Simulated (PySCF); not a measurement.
Computed shifts of a molecule C3H7BO2, PBE0/pcSseg-1 run with PySCF, GIAO, gas phase, equivalent atoms averaged, in ppm (number of nuclei): ¹³C: 69.8 (2), -4.4 (1). ¹H: 4.40 (4), 0.57 (3). References: ¹³C against TMS (σ = 186.3 ppm); ¹¹B against BF3 (σ = 88.8 ppm); ¹⁷O against H2O (σ = 334.2 ppm); ¹H against TMS (σ = 31.56 ppm), references at their B3LYP-D3(BJ)/def2-TZVP geometries, non-relativistic. The structure is a stationary point at PBE0-D3(BJ)/def2-SVP. Other conformers were not sampled.

**Question.** Which molecule gave these data?
A) CB1OC(C)O1
B) CB1OC[C@H]1O
C) CCB(O)C=O
D) CB1OCCO1

**Answer.** D, CB1OCCO1
